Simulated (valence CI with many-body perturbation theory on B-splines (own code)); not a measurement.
## From CI to CI+MBPT in Bi⁴¹⁺

Computed by valence CI with perturbative core correlation (CI+MBPT): six valence electrons over a frozen Dirac-Fock core [Kr], radial functions for each j: 7 s, 7 p, 8 d, 6 f, 4 g, 1 h, with the one-electron correlation potential Σ1, the two-electron term Σ2, the three-electron term Σ3, Breit, model QED; selected CI, second order for the rest, scaled by the run's own slope (own B-spline code, finite nucleus).

The last digits are not significant, and no measured levels were compared; by estimate large intervals hold to a few tenths of a per cent, small ones and those within an open d or f shell to about a per cent. Among the levels kept, up to 720 cm⁻¹ of a level comes from second order outside the variational space, and about a tenth of that is noise between levels of different J, which matters for small intervals. Only levels of the ground parity were solved; by the run's estimate the other parity begins above the list, which can be wrong where configurations are misplaced.

Each rung adds one term. CI alone is the Dirac-Coulomb CI over the frozen core; QED comes last and gives the full result, which names the levels. Energies are above (4d3/2^4 4d5/2^2) J=4 on the same rung, in cm⁻¹.

Levels are named by their leading jj configuration (3d3/2^4 stands for four electrons in 3d with j = 3/2), which in mixed levels can hold well under half, so a name can repeat and another be missing. Letters in brackets count levels of one name in rising energy.

```
                    Level  CI alone
    (4d3/2^4 4d5/2^2) J=2     26861
    (4d3/2^4 4d5/2^2) J=0     89852
(4d3/2^3 4d5/2^3) J=3 [a]    233775
(4d3/2^3 4d5/2^3) J=4 [a]    241957
(4d3/2^3 4d5/2^3) J=1 [a]    250417
    (4d3/2^3 4d5/2^3) J=5    276655
    (4d3/2^3 4d5/2^3) J=6    281038
(4d3/2^3 4d5/2^3) J=2 [a]    297458
(4d3/2^3 4d5/2^3) J=3 [b]    303660
    (4d3/2^3 4d5/2^3) J=0    334751
(4d3/2^3 4d5/2^3) J=1 [b]    350213
(4d3/2^3 4d5/2^3) J=2 [b]    353583
(4d3/2^3 4d5/2^3) J=4 [b]    355480
(4d3/2^3 4d5/2^3) J=3 [c]    361602
(4d3/2^2 4d5/2^4) J=2 [a]    491441
(4d3/2^2 4d5/2^4) J=0 [a]    500865
```

(1) What do these energies become with core correlation, Breit and QED?

(2) How does the ionisation energy move along the ladder, and which term matters most?

Answers

(1) (4d3/2^4 4d5/2^2) J=2 26347 (-514); (4d3/2^4 4d5/2^2) J=0 91699 (+1848); (4d3/2^3 4d5/2^3) J=3 [a] 234060 (+285); (4d3/2^3 4d5/2^3) J=4 [a] 240324 (-1634); (4d3/2^3 4d5/2^3) J=1 [a] 251405 (+988); (4d3/2^3 4d5/2^3) J=5 270783 (-5872); (4d3/2^3 4d5/2^3) J=6 273388 (-7650); (4d3/2^3 4d5/2^3) J=2 [a] 292898 (-4560); (4d3/2^3 4d5/2^3) J=3 [b] 299001 (-4658); (4d3/2^3 4d5/2^3) J=0 327748 (-7003); (4d3/2^3 4d5/2^3) J=1 [b] 345137 (-5076); (4d3/2^3 4d5/2^3) J=2 [b] 348781 (-4802); (4d3/2^3 4d5/2^3) J=4 [b] 348808 (-6672); (4d3/2^3 4d5/2^3) J=3 [c] 354440 (-7162); (4d3/2^2 4d5/2^4) J=2 [a] 490966 (-475); (4d3/2^2 4d5/2^4) J=0 [a] 501984 (+1119).

(2) CI alone 2024.2, + Σ1 2026.9, + Σ2 2031.1, + Σ3 2031.2, + Breit 2030.4, + QED 2030.5 eV. The largest step is Σ2, 4.2 eV. NIST lists 2029 ± 4 eV (theoretical).
